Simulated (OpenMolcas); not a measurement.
**Sr II: effect of the active space**

```json
{
  "Program": "OpenMolcas 26.06",
  "Method": "CASSCF",
  "Basis": "ANO-RCC-VQZP",
  "Scalar Hamiltonian": "DKH2, point nucleus",
  "Spin-orbit coupling": "state interaction with AMFI integrals over the reference wave functions, term energies averaged over their components"
}
```

A. 1 electron in 4 orbitals (5s 5p); 2S+1 = 2 even, 1 root; 2S+1 = 2 odd, 3 roots; cost about 8 core-seconds
B. 1 electron in 9 orbitals (4d 5s 5p); 2S+1 = 2 even, 6 roots; 2S+1 = 2 odd, 3 roots; cost about 10 core-seconds

Energies in eV above 5s ²S_1/2, the measured ground level; measured values from NIST Handbook of Basic Atomic Spectroscopic Data.

```csv
Level,A,B,Measured
5s ²S_1/2,0.0000,0.0000,0.0000
5p ²P°_1/2,2.7016,2.6730,2.9403
5p ²P°_3/2,2.7711,2.7424,3.0397
```

Deviations, from unrounded energies. A percentage is the sum of absolute deviations over the sum of measured energies, with the sign that they share, or ± where signs differ.

```json
{"Against measurement": "mean absolute deviation (cm-1)", "Levels": "2", "A": "2000", "B": "2300"}
{"Against measurement": "other configurations (%)", "Levels": "2", "A": "-8.5", "B": "-9.4"}
```

A lies closest to measurement on these levels. The largest miss of A in the table is 5p ²P°_3/2, by -2200 cm-1. The ranking rests on the paired levels alone, and a cruder setting can come out closer through cancelling errors.

Between A and B the level of the table that moves most is 5p ²P°_1/2, by 230 cm-1 (lowest in B, highest in A).

ANO sets are built for ground and valence states and can reach diffuse excited orbitals poorly. With one active electron the reference holds no correlation, so core polarisation is missing. Measured partners are found by configuration, term and J. A level has none where our copy of the source lacks it or the pairing is in doubt (some pairs that miss far off the trend of their configuration count as doubtful), and it then counts in no deviation. Only configurations of the active space appear. The table leaves out levels that lie high or whose names do not pair safely across all columns.

° marks odd parity.
